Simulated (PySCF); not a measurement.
# Bond length, frequency and bond energy of TiF by level of theory

State: ⁴Σ⁻ (quartet), unpaired electrons σ ↑, δ ↑↑. Set-up: Ti def2-TZVPPD, F def2-TZVPPD; no relativity (PySCF 2.14). De refers to Ti (3d2 4s2) + F in their high-spin ground configurations, without counterpoise correction. The functionals are run spin-unrestricted. A positive dipole means Ti(−)F(+).

| Level | Re (Å) | ωe (cm⁻¹) | De (eV) | μ (D) |
| --- | --- | --- | --- | --- |
| UHF | 1.823 | 679 | n/a | -2.59 |
| UHF-MP2 | 1.783 | 702 | n/a | n/a |
| UHF-SCS-MP2 | 1.797 | 690 | n/a | n/a |
| UHF-CCSD | 1.794 | 701 | 5.35 | n/a |
| UHF-CCSD(T) | 1.790 | 702 | 5.52 | n/a |
| PBE | 1.775 | 697 | n/a | -3.00 |
| PW91 | 1.773 | 699 | n/a | -3.04 |
| r²SCAN | 1.774 | 704 | n/a | -3.37 |
| M06-L | 1.784 | 695 | n/a | -3.57 |
| PBE0 | 1.774 | 707 | n/a | -3.11 |
| r²SCAN0 | 1.775 | 709 | n/a | -3.44 |
| BHandHLYP | 1.789 | 705 | n/a | -3.17 |
| ωB97X-V | 1.788 | 694 | n/a | -3.05 |
| B2PLYP | 1.784 | 702 | n/a | -3.02 |

The bond length runs from 1.773 Å (PW91) to 1.823 Å (UHF).

Correlated steps freeze 6 core orbitals. De is left out where the level can put another filling of the metal’s s and d shells below the measured ground configuration, by anything from nothing to about 1 eV. B2PLYP dipoles, levels and charges come from its SCF part alone. The state is the lowest single determinant that the PBE0 search found; with open d or f shells the true ground state can be another one.

The whole job (state search and all levels along the bond) took about 27 min on 2 threads of Arm Neoverse V2 (shared host), peak memory 6.5 GiB.
